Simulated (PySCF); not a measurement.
Ligands exchanged one at a time, B OH-H. Isolated molecules, 0 K electronic values unless said otherwise. One relaxed conformer stands for each flexible species; it need not be the lowest. Strings in code marks are SMILES.

Method: PySCF with PBE-D3(BJ)/def2-TZVP // B3LYP-D3(BJ)/def2-TZVP. All candidates: neutral, multiplicity 1. Excitations are Tamm–Dancoff values on a coarser integration grid. The basis has no diffuse functions, so Rydberg states are missing or too high.

- HOMO–LUMO gap = 7.28 eV
- S1 excitation (TDA) = 7.36 eV
- LUMO = -0.26 eV

**Question.** Which member has these values?
(A) `BO`
(B) `OBO` (H–O–B–O torsion 180°, O–B–O–H torsion 180°)
(C) `OB(O)O`

**Answer.** C, `OB(O)O`. The others give `OBO` (H–O–B–O torsion 180°, O–B–O–H torsion 180°): 7.43 eV, 7.66 eV, -0.08 eV; `BO`: 5.93 eV, 6.14 eV, -1.43 eV
